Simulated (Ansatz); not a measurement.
CH6ClFOSSi2 (`CO[SiH](F)S[SiH2]Cl`), relaxed with RKS PBE0-D4/def2-TZVP in Ansatz from a GFN2-xTB geometry. The force threshold is 0.005 eV/Å; the program also tests the step.

Charge 0, multiplicity 1.

Start:

```xyz
13

C     0.290    1.538    2.262
O    -0.512    0.517    1.736
Si   -0.205   -0.608    0.644
F    -1.673   -1.118    0.268
S     0.742    0.245   -1.072
Si   -0.114   -0.911   -2.675
Cl    0.965   -0.524   -4.310
H     0.965    1.131    3.017
H     0.877    2.012    1.475
H    -0.370    2.272    2.722
H     0.529   -1.758    1.123
H    -0.006   -2.316   -2.319
H    -1.489   -0.481   -2.869
```

**Question.** By how much does the energy fall, and how many steps does the optimiser take? (Best estimate.)

**Answer.** Ansatz gave: 4.75 kcal/mol, in 60 steps, 5 of them rejected.

**Question.** Which bonds change most? (Best estimate.)

**Answer.** Ansatz gave: Si6–Cl7 from 1.997 to 2.051 Å; S5–Si6 from 2.154 to 2.125 Å; Si6–H12 from 1.454 to 1.479 Å; Si3–H11 from 1.446 to 1.470 Å.

**Question.** Give the relaxed structure. (Estimate.)

**Answer.** Ansatz gave: 
```xyz
13

C     0.299    1.488    2.267
O     0.657    0.203    1.798
Si    0.039   -0.595    0.538
F    -1.463   -1.036    0.836
S     0.024    0.696   -1.158
Si   -0.326   -0.790   -2.637
Cl    1.427   -1.605   -3.322
H     0.965    1.738    3.093
H     0.413    2.240    1.481
H    -0.733    1.500    2.627
H     0.829   -1.817    0.327
H    -1.135   -1.895   -2.077
H    -0.995   -0.126   -3.773
```
